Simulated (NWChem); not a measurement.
All runs are NWChem calculations. System: CClF, charge 0, spin multiplicity 1, at a geometry optimised with PBE/def2-SVP. The structure started from a generated list of species. Level: CCSD(T)/def2-TZVP, 7 core orbitals frozen.

The NWChem input:

```
start mol
memory heap 100 mb stack 700 mb global 1900 mb
geometry units angstroms nocenter noautoz
  F      0.255696    -1.484599     0.000000
  C     -0.692872    -0.589252     0.000000
  Cl     0.109174     0.993936     0.000000
  symmetry group Cs
end
basis spherical
  * library def2-tzvp
end
scf
  rhf
  nopen 0
  maxiter 100
  thresh 1e-7
  semidirect memsize 60000000 filesize 0
end
tce
  freeze core 7
  ccsd(t)
  2eorb
  2emet 13
  thresh 1e-6
  maxiter 100
  tilesize 24
end
task tce energy
```

NWChem printed:

```
             Northwest Computational Chemistry Package (NWChem) 7.3.0
             --------------------------------------------------------

                                NWChem Input Module
                                -------------------

 Scaling coordinates for geometry "geometry" by  1.889725989
 (inverse scale =  0.529177249)

 Turning off AUTOSYM since
 SYMMETRY directive was detected!

                             Geometry "geometry" -> ""
                             -------------------------

 Output coordinates in angstroms (scale by  1.889725989 to convert to a.u.)

  No.       Tag          Charge          X              Y              Z
 ---- ---------------- ---------- -------------- -------------- --------------
    1 F                    9.0000     0.25569600    -1.48459900     0.00000000
    2 C                    6.0000    -0.69287200    -0.58925200     0.00000000
    3 Cl                  17.0000     0.10917400     0.99393600     0.00000000

 Effective nuclear repulsion energy (a.u.)      84.9296794137

            Nuclear Dipole moment (a.u.)
            ----------------------------
        X                 Y               Z
 ---------------- ---------------- ----------------
    -0.0000188973     0.0000170075     0.0000000000

      Symmetry information
      --------------------

 Group name             Cs
 Group number              2
 Group order               2
 No. of unique centers     3

      Symmetry unique atoms

     1    2    3


 Summary of "ao basis" -> "" (spherical)
 ------------------------------------------------------------------------------
       Tag                 Description            Shells   Functions and Types
 ---------------- ------------------------------  ------  ---------------------
 *                         def2-tzvp                  on all atoms

 Summary of "ao basis" -> "ao basis" (spherical)
 ------------------------------------------------------------------------------
       Tag                 Description            Shells   Functions and Types
 ---------------- ------------------------------  ------  ---------------------
 F                         def2-tzvp                11       31   5s3p2d1f
 C                         def2-tzvp                11       31   5s3p2d1f
 Cl                        def2-tzvp                13       37   5s5p2d1f

                                 NWChem SCF Module
                                 -----------------

  ao basis        = "ao basis"
  functions       =    99
  atoms           =     3
  closed shells   =    16
  open shells     =     0
  charge          =   0.00
  wavefunction    = RHF
  use symmetry    = T
  symmetry adapt  = T

 Summary of "ao basis" -> "ao basis" (spherical)
 ------------------------------------------------------------------------------
       Tag                 Description            Shells   Functions and Types
 ---------------- ------------------------------  ------  ---------------------
 F                         def2-tzvp                11       31   5s3p2d1f
 C                         def2-tzvp                11       31   5s3p2d1f
 Cl                        def2-tzvp                13       37   5s5p2d1f

      Symmetry analysis of basis
      --------------------------

        a'         67
        a"         32

 Forming initial guess at       0.1s

      Superposition of Atomic Density Guess
      -------------------------------------

 Sum of atomic energies:        -596.56709517

      Non-variational initial energy
[...]
 -----------   ------   -------------------------------------------------------
    1 F    9     9.15   0.77  1.20  0.60  1.02  0.31  2.23  2.26  0.73  0.00  0.02  0.00
    2 C    6     5.79   0.86  1.11  0.64  0.87  0.26  0.83  0.89  0.14  0.03  0.12  0.02
    3 Cl  17    17.07   2.01  0.45  1.52  1.10  0.83  4.18  1.69  1.07  2.82  1.35  0.01  0.03  0.00

       Multipole analysis of the density wrt the origin
       ------------------------------------------------

     L   x y z        total         open         nuclear
     -   - - -        -----         ----         -------
     0   0 0 0     -0.000000      0.000000     32.000000

     1   1 0 0      0.173530      0.000000     -0.000019
     1   0 1 0      0.015976      0.000000      0.000017
     1   0 0 1     -0.000000      0.000000      0.000000

     2   2 0 0    -18.753858      0.000000     13.111077
     2   1 1 0      0.038151      0.000000      3.135061
     2   1 0 1     -0.000000      0.000000      0.000000
     2   0 2 0    -17.295628      0.000000    138.250414
     2   0 1 1     -0.000000      0.000000      0.000000
     2   0 0 2    -16.465317      0.000000      0.000000

                   NWChem Extensible Many-Electron Theory Module
                   ---------------------------------------------


            General Information
            -------------------
      Number of processors :     1
         Wavefunction type : Restricted Hartree-Fock
          No. of electrons :    32
           Alpha electrons :    16
            Beta electrons :    16
           No. of orbitals :   198
            Alpha orbitals :    99
             Beta orbitals :    99
        Alpha frozen cores :     7
         Beta frozen cores :     7
     Alpha frozen virtuals :     0
      Beta frozen virtuals :     0
         Spin multiplicity : singlet
    Number of AO functions :    99
       Number of AO shells :    35
        Use of symmetry is : on
      Symmetry adaption is : on
         Schwarz screening : 0.10D-09

          Correlation Information
          -----------------------
          Calculation type : Coupled-cluster singles & doubles w/ perturbation
   Perturbative correction : (T)
            Max iterations :      100
        Residual threshold : 0.10D-05
     T(0) DIIS level shift : 0.00D+00
     L(0) DIIS level shift : 0.00D+00
     T(1) DIIS level shift : 0.00D+00
     L(1) DIIS level shift : 0.00D+00
     T(R) DIIS level shift : 0.00D+00
     T(I) DIIS level shift : 0.00D+00
   CC-T/L Amplitude update :  5-th order DIIS
                I/O scheme : Global Array Library
        L-threshold :  0.10D-05
        EOM-threshold :  0.10D-05
 no EOMCCSD initial starts read in
 TCE RESTART OPTIONS
 SLICE:      F
 D4D5:       F
 quantumc:   F
 qrotation:  F
 pwtce:      F
 qducc:      F
 nacto:                         0
 nrotv:                         0
 nrot:                          0

            Memory Information
            ------------------
          Available GA space size is     249026999 doubles
          Available MA space size is     104850196 doubles

 Maximum block size supplied by input
 Maximum block size        24 doubles

 tile_dim =     18

 -------------------------------------------------
   1    alpha     a'     7 doubles       0       1
   2    alpha     a"     2 doubles       7       2
   3    beta      a'     7 doubles       9       1
   4    beta      a"     2 doubles      16       2
   5    alpha     a'    18 doubles      18       5
   6    alpha     a'    18 doubles      36       6
   7    alpha     a'    18 doubles      54       7
   8    alpha     a"    14 doubles      72       8
   9    alpha     a"    15 doubles      86       9
  10    beta      a'    18 doubles     101       5
  11    beta      a'    18 doubles     119       6
  12    beta      a'    18 doubles     137       7
  13    beta      a"    14 doubles     155       8
  14    beta      a"    15 doubles     169       9

 Global array virtual files algorithm will be used

 Parallel file system coherency ......... OK

 4-electron integrals stored in orbital form

 v2    file size   =          7106314
 4-index algorithm nr.  13 is used
 imaxsize =       30
 imaxsize ichop =        0


CCSD iterations
 ---------------------------------------------------------
 Iter          Residuum       Correlation     Cpu    Wall
 ---------------------------------------------------------
    1   0.2039610843582  -0.5687316190788     0.7     0.7
    2   0.0507424137696  -0.5803200806121     0.7     0.7
    3   0.0190188702297  -0.5911489611062     0.6     0.6
    4   0.0100006478166  -0.5923353430492     0.7     0.7
    5   0.0050875313254  -0.5935850271448     0.7     0.7
    6   0.0024730563587  -0.5941015863683     0.7     0.7
    7   0.0013192080409  -0.5942071920630     0.7     0.7
    8   0.0008120008194  -0.5942304329475     0.7     0.7
    9   0.0005284654252  -0.5942367212685     0.7     0.7
   10   0.0003435995938  -0.5942544905364     0.8     0.8
   11   0.0000704659016  -0.5942765234899     0.7     0.7
   12   0.0000350429815  -0.5942789613314     0.7     0.7
   13   0.0000249744952  -0.5942801742785     0.6     0.6
   14   0.0000158673951  -0.5942802922401     0.7     0.7
   15   0.0000115041587  -0.5942803963772     0.7     0.7
   16   0.0000025079809  -0.5942803409189     0.7     0.7
   17   0.0000012157938  -0.5942805087296     0.7     0.7
   18   0.0000007465019  -0.5942805204521     0.7     0.7
 -----------------------------------------------------------------
 Iterations converged
 CCSD correlation energy / hartree =        -0.594280520452143
 CCSD total energy / hartree       =      -597.368251453477342

 Singles contributions

 Doubles contributions
 CCSD(T)
 Using plain CCSD(T) code
             total no. of tasks          295
 total no. of tasks / no. procs          295
                         wl_min        21952           5.3
                         wl_max      2000376          11.2
        thresh for no. of tasks          295

 CCSD[T]  correction energy / hartree =        -0.027877761868629
 CCSD[T] correlation energy / hartree =        -0.622158282320772
 CCSD[T] total energy / hartree       =      -597.396129215345923
 CCSD(T)  correction energy / hartree =        -0.026049614611706
 CCSD(T) correlation energy / hartree =        -0.620330135063849
 CCSD(T) total energy / hartree       =      -597.394301068089021

 Task  times  cpu:       56.6s     wall:       56.6s

 Total times  cpu:       56.6s     wall:       56.6s
```
